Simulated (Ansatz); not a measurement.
The pair A = CH4 (SMILES C) (first 5 atoms), B = ClH3Si (SMILES [SiH3]Cl); geometry from B3LYP-D3(BJ)/def2-TZVP.
(charge 0, multiplicity 1):
```xyz
10

C      0.19900     0.13942     0.07198
H      0.34348     0.56293    -0.92091
H      0.34084     0.91552     0.82240
H     -0.81051    -0.26233     0.15000
H      0.92211    -0.65928     0.23290
Si    -0.19513    -0.87457     3.71908
Cl     0.24634     1.13152     3.95243
H      0.93675    -1.52793     3.03541
H     -1.42602    -0.99441     2.91546
H     -0.39543    -1.46049     5.05902
```

Correlated levels freeze the cores.

The values were computed with Ansatz (a program for electronic structure). 

Total energies (hartree), monomers frozen at their geometry in the pair:

```tsv
structure	PBE/def2-TZVPPD	B3LYP/def2-TZVPPD	MP2/aug-cc-pV(D+d)Z
AB	-791.6742325	-792.1374997	-790.8658138
A in the pair's basis	-40.4643376	-40.5391839	-40.3680591
B in the pair's basis	-751.2096134	-751.5992462	-750.4965393
A	-40.4643085	-40.5391539	-40.3675140
B	-751.2095210	-751.5991539	-750.4955015
```

### Question
Work out the interaction energy without and with the counterpoise correction, and the superposition error, for each level.

### Answer

E(AB) − E(A) − E(B), times 627.509 kcal/mol, with the monomers in their own basis and then in the pair's basis:
- PBE/def2-TZVPPD: -0.25 uncorrected, -0.18 corrected; the monomers gain 0.08 kcal/mol from borrowed functions
- B3LYP/def2-TZVPPD: 0.51 uncorrected, 0.58 corrected; the monomers gain 0.08 kcal/mol from borrowed functions
- MP2/aug-cc-pV(D+d)Z: -1.76 uncorrected, -0.76 corrected; the monomers gain 0.99 kcal/mol from borrowed functions
